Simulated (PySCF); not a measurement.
**Static response to an electric field**

Compound: C4H13GeNSi.
Structure used (PBE0-D3(BJ)/def2-SVP), in Å, numbered top down from 1:
```xyz
20
C4H13GeNSi angstrom
Ge     2.686   -0.630   -0.549
N      1.743   -2.207   -0.590
Si     0.028   -2.456   -0.453
C     -0.750   -1.013    0.462
C     -0.877    0.301   -0.357
C     -2.356   -0.037   -0.621
C     -2.300   -1.081    0.510
H      2.493    0.205   -1.836
H      2.218    0.201    0.658
H      4.172   -1.003   -0.406
H      2.298   -3.004   -0.885
H     -0.658   -2.580   -1.787
H     -0.232   -3.739    0.278
H     -0.252   -0.910    1.441
H     -0.757    1.191    0.281
H     -0.231    0.434   -1.240
H     -3.086    0.779   -0.520
H     -2.500   -0.507   -1.605
H     -2.696   -0.692    1.461
H     -2.781   -2.055    0.320
```

Level: wB97X-D/def2-SVPD (PySCF), static field, nuclei fixed, core orbitals frozen in the response. The polarisability tensor in these axes (au):

```
x   123.00   0.32  -2.75
y     0.32 107.45  -1.21
z    -2.75  -1.21  94.94
```

Problem. Diagonalise the tensor; give its mean and Δα, where Δα² is half the sum of the squared differences of the eigenvalues.

Solution. Principal values 94.57, 107.55 and 123.27 au; mean 108.46 au = 16.07 Å³ = 17.88 × 10⁻⁴⁰ C²·m²/J; Δα = 24.90 au (23 % of the mean).

Problem. What is the dipole moment, and where does it point?

Solution. (0.36, 0.35, 0.12) D, 0.51 D in size, pointing from the negative to the positive side. Measured along this direction, the outermost atoms are H20 at the negative end and H10 at the positive end.

Problem. Estimate the molar refractivity from the static electronic polarisability.

Solution. Lorentz–Lorenz: R = (4π/3)N_A α = 2.5225 cm³/(mol·Å³) × 16.07 Å³ = 40.5 cm³/mol, in the limit of long wavelengths.

Problem. Find the Langevin capture rate constant for NO+ (29.998 u) meeting this molecule (177.003 u), k = 2.342 × 10⁻⁹ cm³/s × √(α in Å³ / reduced mass in u).

Solution. The reduced mass is 25.65 u, so k = 1.85 × 10⁻⁹ cm³/s. The formula leaves out the permanent dipole, which adds to the capture rate.

Problem. Refractivity n − 1 of an ideal gas of it at 400 K and 1 atm, from the electronic α?

Solution. N = p/kT = 1.8347 × 10¹⁹ cm⁻³, so n − 1 = 2π × N × 16.07 × 10⁻²⁴ cm³ = 1853 × 10⁻⁶ at long wavelengths, for an ideal gas.

Problem. In a dilute gas of rigid molecules at 298 K, how does the orientational term μ²/3kT compare with the electronic polarisability?

Solution. In Gaussian units μ²/3kT = 2.11 Å³ against 16.07 Å³, a ratio of 0.13; the Debye molar polarisation (4π/3)N_A(α + μ²/3kT) is 45.9 cm³/mol, leaving out the vibrational part.

The structure is a single PBE0-D3(BJ)/def2-SVP conformer in the gas phase; no vibrational or solvent corrections. The calculation is non-relativistic, for germanium too.
